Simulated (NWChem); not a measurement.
System: CH$_{4}$FNSi$_{2}$; SMILES [SiH2]1C=N[Si@@H]1F

Here is an NWChem input.

```
start job
memory heap 200 mb stack 900 mb global 1100 mb
geometry units angstroms noautosym nocenter noautoz
  F     -0.518018    -2.071737    -0.541880
  Si    -0.030470    -0.841702     0.399266
  N      1.481022    -0.073440    -0.170274
  C      1.124602     1.159490    -0.283456
  Si    -0.781124     1.330159    -0.017611
  H      0.113066    -1.396228     1.773240
  H      1.882567     1.929865    -0.527068
  H     -1.275962     2.288975     1.019881
  H     -1.515418     1.576313    -1.296693
end
basis spherical
  F library 6-31g*
  Si library 6-31g*
  N library 6-31g*
  C library 6-31g*
  H library 6-31g*
end
dft
  xc pbe0
  iterations 150
end
property
  efieldgrad
end
task dft property
```

The geometry was optimised at PBE0/def2-SVP.

Vzz is the largest principal value of the second derivative of the potential at the nucleus (NWChem prints the opposite sign); η is the asymmetry. Non-relativistic.

Atoms are numbered as in the input.

Question: Give the results of this calculation. (PBE0/6-31G* (spherical d).) Quantities: Vzz N3 (a.u.); η N3.

Answer: 
```
Property        Value
-------------  ------
Vzz N3 (a.u.)  -0.921
η N3             0.91
```
